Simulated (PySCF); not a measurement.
**Dipole moment and polarisability of `C#Cc1pc([SiH3])oc1Cl`**

Compound: C5H4ClOPSi.
Numbering: `[CH:1]#[C:2][c:3]1[p:4][c:5]([SiH3:6])[o:7][c:8]1[Cl:9]` (hydrogens: H10 on C1; H11, H12, H13 on Si6)

Cartesian coordinates in Å at the GFN2-xTB level; atoms count from 1:
```
atom  x, y, z in Å
C1     3.9047   -0.3687   -0.2566
C2     2.7080   -0.2816   -0.2076
C3     1.3130   -0.1528   -0.1205
P4     0.4374    1.0167    0.9091
C5    -1.0352    0.3589    0.3033
Si6   -2.8250    0.8223    0.6784
O7    -0.8758   -0.6445   -0.5892
C8     0.4083   -0.9128   -0.8088
Cl9    0.7421   -2.1721   -1.9166
H10    4.9484   -0.4548   -0.3071
H11   -3.5621   -0.4204    0.9036
H12   -3.3765    1.5399   -0.4726
H13   -2.7916    1.6704    1.8667
```

Level: CAM-B3LYP/def2-SVPD (PySCF), static field, nuclei fixed, core orbitals frozen in the response. The polarisability tensor in these axes (au):

```
x   174.00 -10.08  -6.85
y   -10.08 108.41  24.75
z    -6.85  24.75 101.97
```

Question: Give the principal values, the mean and the anisotropy Δα = √{½[(α1 − α2)² + (α2 − α3)² + (α1 − α3)²]}.

Answer: Principal values 80.21, 127.03 and 177.13 au; mean 128.12 au = 18.99 Å³ = 21.12 × 10⁻⁴⁰ C²·m²/J; Δα = 83.95 au (66 % of the mean).

Question: What is the dipole moment, and where does it point?

Answer: (-0.48, 0.24, 0.22) D, 0.57 D in size, pointing from the negative to the positive side. Measured along this direction, the outermost atoms are H10 at the negative end and H13 at the positive end.

Question: In a dilute gas of rigid molecules at 400 K, how does the orientational term μ²/3kT compare with the electronic polarisability?

Answer: In Gaussian units μ²/3kT = 1.99 Å³ against 18.99 Å³, a ratio of 0.10; the Debye molar polarisation (4π/3)N_A(α + μ²/3kT) is 52.9 cm³/mol, leaving out the vibrational part.

Question: Directions of the eigenvectors, and the extent of the frame along each?

Answer: Largest value along (0.97, -0.20, -0.15), where the nuclei span 8.43 Å; middle along (0.25, 0.72, 0.65), 4.34 Å; least along (-0.02, -0.66, 0.75), 2.33 Å. The response follows the extents in order.

Question: Find the Langevin capture rate constant for NH4+ (18.034 u) meeting this molecule (173.946 u), k = 2.342 × 10⁻⁹ cm³/s × √(α in Å³ / reduced mass in u).

Answer: The reduced mass is 16.34 u, so k = 2.52 × 10⁻⁹ cm³/s. The formula leaves out the permanent dipole, which adds to the capture rate.

Question: What are the principal values of the traceless quadrupole moment, Θ = ½Σq(3rr − r²1), about the centre of nuclear charge?

Answer: -6.08, -5.19, 11.27 D·Å. The values depend on the origin, since the dipole doesn't vanish. The electronic extent ⟨r²⟩ about the same centre is 2104 bohr², a root-mean-square distance of 2.59 Å for the 88 electrons.

Question: Sum over states: ᾱ = Σ f/ω², ω in Eh. What share falls to these 8 lowest TDDFT singlets (eV, f)? 4.87, 0.1501; 5.25, 0.0086; 5.63, 0.0020; 5.68, 0.0226; 5.74, 0.2468; 5.87, 0.0880; 5.88, 0.1131; 6.02, 0.0017.

Answer: They add up to 15.39 au, 12.0 % of the 128.12 au; the largest single term is 5.56 au, from the state at 5.74 eV. Terms in order: 4.69, 0.23, 0.05, 0.52, 5.56, 1.89, 2.42, 0.04 au. Higher excitations give the rest. The strengths listed sum to 0.633.

Geometry: GFN2-xTB; no solvent, vibrations or thermal averaging.
